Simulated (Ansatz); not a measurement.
Reaction (formal exchange of groups at the Sn–C bond): `C[C](F)(Cl)[SnH3]` + `FCCF` → `FC[CH](F)[SnH3]` + `CC(F)Cl`

Isolated molecules relaxed with PBE0-D4/def2-TZVP in Ansatz; ΔE leaves out vibrations. CBS: MP2 limit from def2 TZ/QZ plus the TZ coupled-cluster correction, frozen cores. Functionals use def2-TZVPP. def2 core potentials past Kr. For Sn outer-core shells are correlated without core-valence functions, which leaves a few kJ/mol of doubt a bond. One conformer a species, not always the lowest.

`C[C](F)(Cl)[SnH3]`:

Cartesian coordinates in Å:
```
C -1.209 -0.819 -0.436
C -0.438 -0.015 0.573
F -1.235 1.018 1.011
Cl -0.074 -1.041 2.001
Sn 1.456 0.827 -0.138
H -2.132 -1.197 0.013
H -0.616 -1.664 -0.785
H -1.464 -0.186 -1.289
H 1.111 1.842 -1.468
H 2.452 -0.468 -0.624
H 2.149 1.703 1.142
```

`FCCF`:

```xyz
8

F    -0.598    0.972    1.336
C    -0.689    0.246    0.169
C     0.661   -0.232   -0.269
F     1.124   -1.227    0.565
H    -1.358   -0.602    0.345
H    -1.115    0.891   -0.607
H     0.592   -0.638   -1.284
H     1.383    0.590   -0.254
```

`FC[CH](F)[SnH3]`:

```xyz
11

F     2.141    1.509   -0.607
C     1.393    0.433   -0.163
C    -0.066    0.753   -0.157
F    -0.344    1.700    0.821
Sn   -1.295   -1.011    0.233
H     1.740    0.181    0.844
H     1.586   -0.410   -0.836
H    -0.355    1.183   -1.121
H    -2.896   -0.484    0.463
H    -1.198   -2.064   -1.108
H    -0.707   -1.793    1.630
```

`CC(F)Cl`:

```xyz
8

C    -0.692    0.404    0.101
C     0.588   -0.312   -0.214
F     0.321   -1.556   -0.702
Cl    1.603   -0.484    1.242
H    -0.481    1.405    0.475
H    -1.291    0.481   -0.809
H    -1.253   -0.149    0.854
H     1.205    0.209   -0.947
```

```
             level  ΔE (kJ/mol)  difference from CCSD(T)/CBS
         r2SCAN-D4         -4.1                         -2.2
           PBE0-D4         -4.2                         -2.3
            r2SCAN         -4.6                         -2.7
              PBE0         -6.4                         -4.5
    MP2/def2-TZVPP         -1.2                          0.7
SCS-MP2/def2-TZVPP         -2.0                         -0.1
   CCSD/def2-TZVPP         -4.2                         -2.3
    MP2/def2-QZVPP         -0.5                          1.4
SCS-MP2/def2-QZVPP         -1.4                          0.5
     MP2/CBS(def2)          0.0                          1.9
       CCSD(T)/CBS         -1.9                            0
```

Largest T1 diagnostic among the species: 0.013.

In def2-TZVPP, CCSD(T) changes the Hartree–Fock value by +3.6 kJ/mol (the triples alone add +1.1 kJ/mol) and MP2 by +5.5 kJ/mol. The D4 term adds +4.1 kJ/mol with B3LYP and +2.2 kJ/mol with PBE0; it sums over pairs of atoms, weighted by their polarisabilities, and B3LYP, whose exchange is more repulsive, gets the larger term.

B3LYP here is the variant with VWN-RPA as its local correlation; programs differ in this.
